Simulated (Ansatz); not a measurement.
One change: `C[O][GaH2]` becomes `C[Se][GaH2]`.

Ansatz, PBE0-D4/def2-TZVP geometries, multiplicity 1. 

Scalar relativity is left out up to krypton.

| property | `C[O][GaH2]` |
| --- | --- |
| HOMO–LUMO gap (PBE0/def2-TZVPP) / eV | 6.64 |
| ideal-gas entropy at 298 K and 1 bar (rigid rotor, harmonic PBE0-D4/def2-TZVP) / J/(mol·K) | 304 |
| size of the dipole moment (B3LYP/def2-TZVPP) / D | 1.08 |
| zero-point energy (PBE0-D4/def2-TZVP) / kJ/mol | 144.4 |
| HOMO energy (PBE0/def2-TZVPP) / eV | -7.85 |
| size of the dipole moment (ωB97M-V/def2-TZVPP) / D | 1.12 |

Give the same properties after the change, and the shifts. (Best estimate.)

The calculation gave: 
```json
{"property": "HOMO–LUMO gap (PBE0/def2-TZVPP) / eV", "`C[Se][GaH2]`": "5.43", "shift": "-1.21"}
{"property": "ideal-gas entropy at 298 K and 1 bar (rigid rotor, harmonic PBE0-D4/def2-TZVP) / J/(mol·K)", "`C[Se][GaH2]`": "336", "shift": "32"}
{"property": "size of the dipole moment (B3LYP/def2-TZVPP) / D", "`C[Se][GaH2]`": "1.30", "shift": "0.22"}
{"property": "zero-point energy (PBE0-D4/def2-TZVP) / kJ/mol", "`C[Se][GaH2]`": "135.3", "shift": "-9.1"}
{"property": "HOMO energy (PBE0/def2-TZVPP) / eV", "`C[Se][GaH2]`": "-6.85", "shift": "1.00"}
{"property": "size of the dipole moment (ωB97M-V/def2-TZVPP) / D", "`C[Se][GaH2]`": "1.31", "shift": "0.19"}
```

With PBE0 the HOMO rises by 1.00 eV and the LUMO falls by 0.21 eV, so the gap narrows by about 1.21 eV. PBE moves the HOMO by 0.62 eV and ωB97M-V by 1.30 eV. Dipoles are sizes alone; their direction can turn.

B3LYP here is the variant with VWN-RPA as its local correlation; programs differ in this.

Spin–orbit coupling is left out; it splits and shifts lone-pair levels of the heavy atoms by tenths of an eV.
